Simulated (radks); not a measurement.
Values are calculated unless marked as measured or tabulated.
Question: The gallium ion Ga+, configuration [Ar] 3d10 4s2 (the NIST ground configuration). Code: a radial shooting solver on a logarithmic mesh with Libxc functionals. Model: Dirac Kohn-Sham, LDA (Slater exchange, Perdew-Wang correlation), spin-unpolarised, spherical densities, point nucleus.

Spin-orbit splittings of the eigenvalues, e(l+1/2) - e(l-1/2), with zeta = 2 splitting/(2l+1) and mean radii in bohr:

shell  occ.  splitting (eV)  zeta (eV)  <r> j=l-1/2  <r> j=l+1/2
2p        6           27.60      18.40       0.1885       0.1920
3p        6               ?          ?       0.6726       0.6836
3d       10          0.4641     0.1856       0.8043       0.8106

Estimate the 3p splitting.

Answer: 3.639 eV (zeta = 2.426 eV).
